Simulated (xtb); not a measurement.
GeI₂, SMILES [I][Ge][I] (connectivity only; charge and spin as stated), neutral, multiplicity 1. All values are semi-empirical tight-binding results from xtb (GFN2-xTB unless named), good for trends rather than for accurate numbers. Coordinates come from a GFN2-xTB optimisation. The isomer is the one that the SMILES or the coordinates give; other isomers of the formula were not compared.

Optimised geometry:

Bonded distances (Å): Ge1–I2 2.570, Ge1–I3 2.570. Angles (°): I2–Ge1–I3 103.1.

For metal compounds this method's bond lengths and energies can be far off.

| Quantity | Result |
|---|---|
| point group as xtb finds it | C2v |
| orbital gap | 3.23 eV |
| zero-point energy | 0.8 kcal/mol |
| G − E(el) at 298.15 K (modified RRHO) | -19.4 kcal/mol |

Computed atomic charges and the Wiberg bond orders between heavy atoms:
charges (e) Ge1 0.36, I2 -0.18, I3 -0.18. Bond orders Ge1–I2 1.30, Ge1–I3 1.30.
